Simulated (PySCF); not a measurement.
Static response to an electric field

C₅H₁₁OP.
Geometry (GFN2-xTB, Å), atoms numbered from 1 in this order:
```
atom  x, y, z in Å
C1     2.5707   -0.3053   -0.4069
C2     1.5812   -0.5069    0.7098
O3     1.6221   -1.4456    1.4673
C4     0.5005    0.5315    0.7743
P5    -0.6533    0.2948   -0.6922
C6    -1.4118   -1.3062   -0.1711
C7    -1.9998    1.4266   -0.1172
H8     3.2751   -1.1316   -0.4434
H9     3.1117    0.6268   -0.2599
H10    2.0281   -0.2354   -1.3495
H11   -0.0611    0.4431    1.7077
H12    0.9202    1.5346    0.6812
H13   -0.6725   -2.0993   -0.2618
H14   -1.7634   -1.2609    0.8588
H15   -2.2459   -1.5308   -0.8337
H16   -2.3089    1.1958    0.9012
H17   -2.8515    1.3193   -0.7867
H18   -1.6503    2.4557   -0.1696
```

Level: wB97X-D/def2-SVPD (PySCF), static field, nuclei fixed, core orbitals frozen in the response. The polarisability tensor in these axes (au):

```
x   99.09 -6.46  2.27
y   -6.46 88.83 -4.34
z    2.27 -4.34 80.50
```

Diagonalise the tensor; give its mean and Δα, where Δα² is half the sum of the squared differences of the eigenvalues.

Principal values 78.64, 86.87 and 102.92 au; mean 89.48 au = 13.26 Å³ = 14.75 × 10⁻⁴⁰ C²·m²/J; Δα = 21.38 au (24 % of the mean).

What is the dipole moment, and where does it point?

(-1.14, 2.23, -0.98) D, 2.69 D in size, pointing from the negative to the positive side. Measured along this direction, the outermost atoms are O3 at the negative end and H18 at the positive end.

Refractivity n − 1 of an ideal gas of it at 273.15 K and 1 atm, from the electronic α?

N = p/kT = 2.6868 × 10¹⁹ cm⁻³, so n − 1 = 2π × N × 13.26 × 10⁻²⁴ cm³ = 2238 × 10⁻⁶ at long wavelengths.

Orientational against electronic polarisability at 298 K (dilute gas, rigid molecules)?

In Gaussian units μ²/3kT = 58.69 Å³ against 13.26 Å³, a ratio of 4.43; the Debye molar polarisation (4π/3)N_A(α + μ²/3kT) is 181.5 cm³/mol, leaving out the vibrational part.

Rayleigh depolarisation ratio (linearly polarised light, static tensor)?

ρ = 3Δα²/(45ᾱ² + 4Δα²) = 1371.7/(360263 + 1828.9) = 0.00379.

Directions of the eigenvectors, and the extent of the frame along each?

Largest value along (0.87, -0.45, 0.18), where the nuclei span 6.52 Å; middle along (0.49, 0.79, -0.37), 4.28 Å; least along (0.03, 0.41, 0.91), 3.18 Å. The response follows the extents in order.

Isolated species at its GFN2-xTB geometry (one conformer only).

These values come from a run that also computed excited states. On one thread, Arm Neoverse V1 (aarch64), shared host with 32 logical CPUs at a one-minute load of 22, this took 61 s and 1.0 GiB of memory at its peak.
